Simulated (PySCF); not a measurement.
Gas-phase XPS of `CC(C)O[C@H]1CSBS1`, computed

Species: C5H11BOS2.
Atom-mapped SMILES: `[CH3:1][CH:2]([CH3:3])[O:4][C@H:5]1[CH2:6][S:7][BH:8][S:9]1`

Method used: delta-SCF UKS SCAN, pcX-2 on the ionised atom, pcseg-1 elsewhere, spin-free X2C in PySCF 2.14.0. Binding energies are ΔSCF values: E(core-ionised, relaxed orbitals) − E(ground state) at a fixed geometry, referred to the vacuum level.

Question: Give the core binding energies atom by atom.

Answer: 
| atom(s) | bonded to | level | binding energy (eV) | above the level's lowest (eV) | count |
| --- | --- | --- | --- | --- | --- |
| C1 | C and 3 H | C 1s | 290.64 | 0.00 | 1 |
| C2 | O, 2 C and H | C 1s | 292.34 | +1.70 | 1 |
| C3 | C and 3 H | C 1s | 290.82 | +0.18 | 1 |
| O4 | 2 C | O 1s | 538.55 | 0.00 | 1 |
| C5 | O, S, C and H | C 1s | 292.89 | +2.25 | 1 |
| C6 | S, C and 2 H | C 1s | 291.47 | +0.83 | 1 |
| S7 | C and B | S 1s | 2476.96 | +0.44 | 1 |
| B8 | 2 S and H | B 1s | 195.80 | 0.00 | 1 |
| S9 | C and B | S 1s | 2476.52 | 0.00 | 1 |

The listed C 1s values span 2.25 eV, from C1 (bonded to C and 3 H) to C5 (bonded to O, S, C and H).

Lowest listed S 1s: S9, bonded to C and B. Highest, 0.44 eV above it: S7, bonded to C and B. Summing the Pauling electronegativity differences to the bonded atoms, each weighted by its formal bond order, gives -0.57 for the lowest site and -0.57 for the highest; the sum is the same at every site.

Question: Express the binding energy of C 1s of C1 in atomic units and per mole.

Answer: 290.64 eV = 10.6808 Eh = 28042 kJ/mol.

Not every level is listed. Geometry: PBE0-D3(BJ)/def2-SVP, one conformer, isolated molecule.

Shape of the structure used: `[CH3:1][CH:2]([CH3:3])[O:4][C@H:5]1[CH2:6][S:7][BH:8][S:9]1`: C1–C2–O4–C5 93°, C2–O4–C5–C6 158°.
